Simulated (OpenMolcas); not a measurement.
# Lines of neutral silicon: computed and rescaled rates

| Item | Value |
| --- | --- |
| Program | OpenMolcas 26.06 |
| Method | MS-RASPT2, IPEA 0.25 Eh, imaginary shift 0.1 Eh (closed shells correlated: 2s 2p 3s) |
| Basis | ANO-RCC-VQZP [6s5p3d2f1g] |
| Scalar Hamiltonian | DKH2, point nucleus |
| Active space | 2 electrons in 9 orbitals (RAS2 3p; RAS3 3d 4s, at most 1 electron) |
| State averaging | 2S+1 = 3 even, 3 roots; 2S+1 = 1 even, 6 roots; 2S+1 = 3 odd, 18 roots; 2S+1 = 1 odd, 8 roots |
| Spin-orbit coupling | RASSI with atomic mean-field integrals over the reference wave functions, term energies averaged over their components |

Rates come from the transition moments of the reference wave functions (E1 and E2 in the length form). At fixed line strength A goes as λ^-3 for E1 and M1 and as λ^-5 for E2, so a rate at the computed wavelength can be rescaled to the measured one. Measured vacuum wavelengths follow from level energies in NIST Handbook of Basic Atomic Spectroscopic Data. Branching counts decays inside the model space alone, at computed energies, and the table is only a selection of the E1 lines, drawn from those between levels with measured partners whose computed energy lies within a factor of 1.5 of the measured one.

```tsv
Upper	Lower	Type	λ computed (nm)	λ measured (nm)	A computed (s-1)	A rescaled (s-1)	Branching %
3s2 3p 4s 1P* 1	3s2 3p2 1S0	E1	387.3	390.7	1.41e+07	1.37e+07	2.9
3s2 3p 4s 1P* 1	3s2 3p2 1D2	E1	256.3	288.2	4.66e+08	3.28e+08	96.9
3s2 3p 4s 3P* 1	3s2 3p2 3P2	E1	232.4	252.9	1.50e+08	1.16e+08	41.3
3s2 3p 4s 3P* 0	3s2 3p2 3P1	E1	232.1	252.5	3.62e+08	2.81e+08	100.0
3s2 3p 4s 3P* 1	3s2 3p2 3P1	E1	231.7	252	9.08e+07	7.06e+07	24.9
3s2 3p 4s 3P* 2	3s2 3p2 3P2	E1	231.6	251.7	2.74e+08	2.13e+08	74.8
3s2 3p 4s 3P* 1	3s2 3p2 3P0	E1	231.3	251.5	1.22e+08	9.49e+07	33.5
3s2 3p 4s 3P* 2	3s2 3p2 3P1	E1	230.9	250.8	9.22e+07	7.19e+07	25.2
```

The largest correction is for 3s2 3p 4s 1P* 1 → 3s2 3p2 1D2 (E1): 4.66e+08 × (256.3 / 288.2)^3 = 3.28e+08 s-1, a factor of 0.70.

The computed rate and branching of 3s2 3p 4s 3P* 0 → 3s2 3p2 3P1 give the upper level a radiative lifetime of 1.000 / 3.62e+08 s-1 = 2.76e-09 s, counting decays inside the model space alone. The rescaled rate gives about 3.6e-09 s.

No measured rate stands beside these. Rescaling mends the energy factor alone: line strengths can still be far off where a level mixes with configurations outside the active space, and weak or spin-changing lines hang on small mixing coefficients that depend on the term gaps too, so rescaling need not improve them.

CASPT2 does not keep the components of a term degenerate, so their means are used; among the terms shown or strongly mixed into the levels shown the widest spread is 130 cm-1 (3s2 3p2 1D). ANO sets are built for valence states and can reach diffuse excited orbitals poorly, and with the s shell closed the s pⁿ⁺¹ terms that mix with these levels are absent. With the s shell closed, the reference lacks s² → p² mixing. Some terms miss by over 15 % even with CASPT2, which points to a basis or an active space too small for the shells correlated. Measured partners are found by configuration, term and J. A level has none where our copy of the source lacks it or the pairing is in doubt (some pairs that miss far off the trend of their configuration count as doubtful). Levels of configurations outside the active space are missing.

* marks odd parity.
